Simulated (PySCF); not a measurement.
**Electronic absorption of C2H9ClSi3**

C2H9ClSi3.
Atom-mapped SMILES: `[Cl:1][C@H:2]1[SiH2:3][CH2:4][SiH2:5][SiH2:6]1` (hydrogens: H7 on C2; H8, H9 on Si3; H10, H11 on C4; H12, H13 on Si5; H14, H15 on Si6)

Geometry (GFN2-xTB, Å), atoms numbered from 1 in this order:
```
atom  x, y, z in Å
Cl1   -1.7983   -0.3288   -1.8974
C2    -1.5203    0.3234   -0.2391
Si3   -0.8404   -1.1397    0.7910
C4     0.9648   -1.2712    0.2017
Si5    1.7028    0.4573   -0.1913
Si6   -0.2207    1.7343   -0.4025
H7    -2.4954    0.6665    0.0992
H8    -0.9074   -0.7637    2.2090
H9    -1.6234   -2.3485    0.5335
H10    1.5665   -1.8030    0.9361
H11    0.9932   -1.8791   -0.7027
H12    2.5848    0.3608   -1.3627
H13    2.5626    0.8695    0.9287
H14   -0.4798    2.6585    0.7127
H15   -0.4934    2.4715   -1.6381
```

Level of theory: PySCF 2.14.0, density-fitted response routines, TDDFT wB97X-D/def2-SVPD, vertical, gas phase, core orbitals frozen in the response.

```
state  E (eV)  λ (nm)       f  |μ| (D)     main configurations (H = HOMO, L = LUMO)
   S1    6.05   204.9  0.0056     0.50                                    H→L (82%)
   S2    6.59   188.1  0.0050     0.45                                  H-1→L (81%)
   S3    6.80   182.2   0.037     1.20                   H→L+1 (67%), H-1→L+1 (14%)
   S4    6.91   179.3  0.0087     0.58       H-2→L (54%), H-1→L+1 (11%), H→L+2 (9%)
   S5    7.05   175.8   0.011     0.64    H-1→L+1 (47%), H-2→L (14%), H-2→L+1 (10%)
   S6    7.34   169.0   0.012     0.65        H→L+2 (26%), H→L+4 (17%), H→L+5 (15%)
   S7    7.42   167.1  0.0019     0.26                                  H-3→L (80%)
   S8    7.61   162.9  0.0081     0.53  H-2→L+1 (59%), H-1→L+1 (13%), H-1→L+2 (10%)
```

Triplets, Tamm–Dancoff:

```csv
state,E (eV),λ (nm),"main configurations (H = HOMO, L = LUMO)"
T1,5.51,224.9,H→L (71%)
T2,5.98,207.4,H-1→L (74%)
T3,6.17,201.1,"H-1→L+1 (31%), H→L+1 (21%), H-2→L (13%)"
```

The lowest singlet lies at 6.05 eV (205 nm, ultraviolet) and is weak; its leading configuration is HOMO→LUMO (82%). The strongest level in the table is S3 at 6.80 eV (182 nm, f = 0.037). Löwdin shares by element: HOMO chlorine 46%, carbon 24% or more, silicon 19% or more; LUMO silicon 36% or more, chlorine 17%, carbon 10% or more (atoms not listed hold the other 37%). Orbital energies (eV): HOMO-3 -10.63, HOMO-2 -10.43, HOMO-1 -10.03, HOMO -9.58, LUMO 1.14, LUMO+1 1.42, LUMO+2 1.83. The listed states span 1.56 eV, and the widest gap between neighbours is 0.54 eV (S1 to S2). Weighted by f, the mean energy of these states is 6.94 eV. Only the lowest 8 singlets were computed, as vertical energies without vibronic structure.

One conformer stands for the species.
